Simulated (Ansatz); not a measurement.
Geometry optimisation, Ansatz 0.2.0, DFT PBEsol, scalar-relativistic, plane waves, PAW.

Input file:

```yaml
crystal:
  lattice:
    - [5.727565, 0.0, 0.0]
    - [2.863782, 4.960217, 0.0]
    - [0.0, 0.0, 15.676537]
  atoms:
    - { symbol: Al, position: [0.1666667, 0.1666667, 0.0637896] }
    - { symbol: Al, position: [0.6666667, 0.1666667, 0.0637896] }
    - { symbol: Al, position: [0.1666667, 0.6666667, 0.0637896] }
    - { symbol: Al, position: [0.6666667, 0.6666667, 0.0637896] }
    - { symbol: Al, position: [-0.1666667, 0.3333333, 0.2129468] }
    - { symbol: Al, position: [0.3333333, 0.3333333, 0.2129468] }
    - { symbol: Al, position: [-0.1666667, 0.8333333, 0.2129468] }
    - { symbol: Al, position: [0.3333333, 0.8333333, 0.2129468] }
    - { symbol: Al, position: [0.0, 0.0, 0.362104] }
    - { symbol: Al, position: [0.5, 0.0, 0.362104] }
    - { symbol: Al, position: [0.0, 0.5, 0.362104] }
    - { symbol: Al, position: [0.5, 0.5, 0.362104] }
    - { symbol: Ga, position: [0.5037046, -0.0149728, 0.5203022] }
basis:
  ecutwfc: 420.0
kpoints:
  mp_grid: { grid: [3, 3, 1] }
hamiltonian:
  xc: pbesol
scf:
  occupations: { method: fermi_dirac, width: 0.1 }
  lower_state_search: "off"
relax:
  f_tol: 0.08
  max_steps: 25
  adjacent_minimum: "off"
  constraints: [{ sites: [0, 1, 2, 3] }]
```

Command:

```bash
$ ansatz run input.yaml --threads 1 --pin off --max-ram 3072MiB --backend cpu --events-out ev --progress --plain --runs-dir out
```

**Question.** Where does it end, and by what steps?

**Answer.** The forces met the threshold. The threshold is loose, so the end isn't yet a minimum. The force dipped under the threshold on the way, but the program's further checks kept it going. Limits of this set-up: coarse k mesh, thin slab, slab without dipole correction. After 11 steps the energy has fallen by 0.583 eV; Ga13 moved furthest, 1.49 Å. Joined: Al12–Ga13.

```tsv
step	energy less start (eV)	largest force component (eV/Å)	accepted
0	0.0000	1.100	yes
1	-0.1569	0.176	yes
2	-0.2028	0.157	yes
3	-0.2538	0.269	yes
4	-0.3261	0.326	yes
5	-0.4135	0.295	yes
6	-0.4917	0.228	yes
7	-0.5417	0.099	yes
8	-0.5630	0.054	yes
9	-0.5671	0.054	yes
10	-0.5710	0.042	yes
11	-0.5835	0.061	yes
```

```xyz
13
Lattice="5.7276 0.0000 0.0000 2.8638 4.9602 0.0000 0.0000 0.0000 15.6765" Properties=species:S:1:pos:R:3
Al 1.432 0.827 1.000
Al 4.296 0.827 1.000
Al 2.864 3.307 1.000
Al 5.728 3.307 1.000
Al 0.025 1.608 3.323
Al 2.861 1.618 3.299
Al 1.457 4.084 3.331
Al 4.320 4.082 3.311
Al 0.054 -0.082 5.719
Al 2.910 0.028 5.563
Al 1.341 2.485 5.737
Al 4.253 2.348 5.552
Ga 2.001 -1.221 7.696
```

Whether the end is a true minimum wasn't checked by a vibrational analysis.

The run took 78 s on 1 thread of Arm Neoverse V1 (shared host), peak memory 0.52 GiB.
